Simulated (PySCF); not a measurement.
C5H7N, SMILES C1CC(=N1)C=C.

Coordinates come from a PBE-D3(BJ)/def2-SVP optimisation. Other conformers were not sampled.

Vertical ionisation energy (IE) and electron affinity (EA) in eV. Rows of orbital energies are one-electron estimates. Where ΔSCF, EOM or ADC give a negative EA the extra electron is unbound and the value depends on the basis.

```
level                                        IE     EA
-----------------------------------------  ----  -----
−ε(HOMO), −ε(LUMO), HF/def2-TZVP (PySCF)   9.39  -2.32
−ε(HOMO), −ε(LUMO), PBE/def2-TZVP (PySCF)     …      …
```

Q: Some entries are withheld; supply them. (Estimate from the structure and the level; the computed values follow.)

A: 
- −ε(HOMO), −ε(LUMO), PBE/def2-TZVP (PySCF), IE: 5.91
- −ε(HOMO), −ε(LUMO), PBE/def2-TZVP (PySCF), EA: 2.41
